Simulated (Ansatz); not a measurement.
Computed with Ansatz on PBE0-D4/def2-TZVP structures; ΔE is electronic, products minus reactants. CBS: MP2 limit from def2 TZ/QZ plus the TZ coupled-cluster correction, frozen cores. Functionals use def2-TZVPP. For Br outer-core shells are correlated without core-valence functions, which leaves a few kJ/mol of doubt a bond. Scalar relativity is left out up to krypton. Each species was taken in one conformer, which may not be the lowest.

`[NH2][Al]([NH2])[Br]` + `O[SiH3]` → `[NH2][Al]([NH2])[O][SiH3]` + HBr  (ligand exchange at the Al–Br bond)

```
             level  ΔE (kJ/mol)  difference from CCSD(T)/CBS
         revPBE-D4         13.0                          4.8
        r2SCAN0-D4         10.6                          2.4
          BHLYP-D4          3.2                         -5.0
            B2PLYP          5.1                         -3.1
          PBE-QIDH         13.5                          5.3
               PBE         15.1                          6.9
              PBE0         15.5                          7.3
           r2SCANh         10.7                          2.5
         CAM-B3LYP          1.1                         -7.1
RPA@PBE/def2-TZVPP          0.8                         -7.4
       HF/def2-SVP          0.5                         -7.7
     HF/def2-TZVPP          6.5                         -1.7
    MP2/def2-TZVPP          9.1                          0.9
SCS-MP2/def2-TZVPP          4.8                         -3.4
   CCSD/def2-TZVPP          3.9                         -4.3
     HF/def2-QZVPP          3.7                         -4.5
       CCSD(T)/CBS          8.2                            0
```

Largest T1 diagnostic among the species: 0.011.

Leaving LDA and LC-ωPBE aside and taking each functional with its dispersion term where it has one, the values, not all of them listed here, spread over 15.0 kJ/mol, from CAM-B3LYP-D4 to HSE06-D4. LDA lies −4.6 kJ/mol from PBE without D4. At CCSD(T), def2-SVP lies −9.2 kJ/mol from the extrapolated value and def2-TZVPP −3.3 kJ/mol.
